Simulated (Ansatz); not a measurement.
Energy needed to pull apart AlBGeH₆ (SMILES [BH2][GeH2][AlH2]), closed shell, into free ground-state atoms, from the structure below (displaced at random from a GFN2-xTB minimum); no zero-point or spin–orbit terms; open-shell atoms are treated unrestricted, in their ground-state multiplicity.

```xyz
9
angstrom
B -0.9480 0.9268 -1.6109
Ge 0.3554 0.2668 -0.2641
Al 0.3162 -1.2429 1.6644
H -1.1018 0.3872 -2.5929
H -1.7941 1.7424 -1.2635
H 0.7448 1.4487 0.4226
H 1.7198 0.1239 -1.0863
H 0.0330 -2.8739 1.7588
H 0.4627 -0.5251 3.0126
```

Computed with Ansatz 0.2.0 (basis: def2-TZVPP); correlated methods freeze the cores. Filled d shells of the heavier atoms are correlated. The def2 sets are not built for correlating such inner shells, so the correlated values are less sure here. B3LYP uses VWN-RPA correlation.

```json
{"method": "PBE-D4", "atomization energy (kcal/mol)": "552.0"}
{"method": "r2SCAN-D4", "atomization energy (kcal/mol)": "562.9"}
{"method": "PBE0-D4", "atomization energy (kcal/mol)": "551.9"}
{"method": "B3LYP-D4", "atomization energy (kcal/mol)": "?"}
{"method": "HSE06-D4", "atomization energy (kcal/mol)": "?"}
{"method": "wB97M-V", "atomization energy (kcal/mol)": "556.9"}
{"method": "HF", "atomization energy (kcal/mol)": "424.3"}
{"method": "MP2", "atomization energy (kcal/mol)": "542.9"}
{"method": "CCSD", "atomization energy (kcal/mol)": "544.0"}
{"method": "CCSD(T)", "atomization energy (kcal/mol)": "548.8"}
```

Question: What does HSE06-D4 give? (Judge from chemistry; the value comes from the calculation.)

Answer: The calculation gives: 552.0 kcal/mol, which is about 3.2 kcal/mol more than CCSD(T)/def2-TZVPP.

Question: What does B3LYP-D4 give? (To be estimated.)

Answer: The calculation gives: 557.9 kcal/mol, which is about 9.1 kcal/mol more than CCSD(T)/def2-TZVPP.

In triple zeta the MP2 and coupled-cluster atomization energies are still short of their basis limit by a few kcal/mol a bond, whereas those of the functionals are nearly converged, so these differences are not deviations from converged CCSD(T).

No T1 diagnostic of these runs exceeds 0.015.

For scale, one of the runs: CCSD(T)/def2-TZVPP forces, 205 basis functions (an equivalent command: `ansatz run in.yaml --threads 4`). Hardware: 4 CPU threads, shared host. Wall time 8 min; peak host memory 2.8 GiB.
